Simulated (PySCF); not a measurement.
Shieldings and the share of exact exchange

Molecule: `[NH3+][BH2-]CO`, CH8BNO.

Structure with atom numbers: `[NH3+:1][BH2-:2][CH2:3][OH:4]`. Hydrogens are named by the atom that carries them.

GIAO shieldings (ppm, equivalent atoms averaged) in PySCF on the PBE0-D3(BJ)/def2-SVP geometry, basis pcSseg-2, gas phase, non-relativistic:

| functional | exact exchange (%) | σ(B2) | σ(C3) | σ(O4) |
| --- | --- | --- | --- | --- |
| BLYP | 0 | 109.1 | 105.9 | 293.0 |
| BP86 | 0 | 113.0 | 112.1 | 298.2 |
| PBE | 0 | 112.6 | 111.9 | 298.1 |
| B3LYP | 20 | 113.1 | 112.6 | 302.2 |
| mPW1PW91 | 25 | 117.0 | 119.1 | 308.3 |
| BHandHLYP | 50 | 118.0 | 120.7 | 312.9 |
| HF | 100 | 125.8 | 132.7 | 326.0 |

**Question.** Fit each shielding as a line in the percentage of exact exchange.

**Answer.** σ(B2) = 111.6 + 0.14 x (rms 1.5 ppm); σ(C3) = 110.1 + 0.23 x (rms 2.4 ppm); σ(O4) = 297.2 + 0.30 x (rms 2.2 ppm). The functionals also differ in their semilocal parts, which the line can't hold; Hartree–Fock has no correlation at all.

**Question.** What does the line predict for PBE0 (25 %), and what does the run give?

**Answer.** σ(B2): 115.1 predicted, 117.2 computed; σ(C3): 115.8 predicted, 119.6 computed; σ(O4): 304.7 predicted, 308.6 computed ppm.
